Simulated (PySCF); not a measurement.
NMR data simulated for an unnamed compound:

1H NMR (400 MHz, computed): δ 5.82 (m, 1H), 4.14 (m, 1H), 3.97 (m, 1H), 3.45 (m, 1H), 3.35 (m, 1H), 2.31 (m, 1H), 1.89 (s, 3H), 1.35 (d, 3H), -0.05 (br s, 1H).

13C{1H} NMR (computed): δ 170.4 (C), 118.5 (CH), 57.7 (CH2), 41.9 (CH), 29.2 (CH3), 22.8 (CH3).

One computed conformer, gas phase, relativity neglected, equivalent nuclei averaged. GFN2-xTB geometry; PBE0/pcSseg-1 with gauge-including orbitals; PySCF 2.14.0 with density-fitted response routines.

References, each an isolated molecule treated in the same way: TMS for 1H and 13C.

**Question.** Which of these does the molecule contain: a heteroaromatic ring, an NH or NH2 group, a Si–H bond, a non-aromatic C=C double bond, an S-methyl group, a CH3CH2 unit?

**Answer.** 
- A heteroaromatic ring: no.
- An NH or NH2 group: yes (δH -0.05 (br s)).
- A Si–H bond: yes (δH 3.97 (m), 4.14 (m)).
- A non-aromatic C=C double bond: yes.
- An S-methyl group: no.
- A CH3CH2 unit: no.

The data belong to SMILES CC1=C[SiH2][C@@H](C)NC1, C₆H₁₃NSi; they needn't prove each group on their own.

Carbon signals by region: 1 in the far downfield region (above 160 ppm), 1 in the sp2 and nitrile region (100–160 ppm), 1 at 50–100 ppm, 3 below 50 ppm. Above 160 ppm: 170.4, fully substituted alkene carbon.

The OH or NH signal is concentration- and solvent-dependent in practice; the value given is the gas-phase one. Shifts are as computed. Against solution values, carbons near 30 ppm lie about +3 ppm off and those near 130 ppm about +5 ppm. Of 1309 compounds with measured shifts, 239 miss one by over three times the rms of a fit or turn the order of signals round; such compounds aren't used in these exercises. Multiplicities follow the n + 1 count of equivalent neighbours, as no J values were calculated; m marks all less simple cases, F and P coupling included.
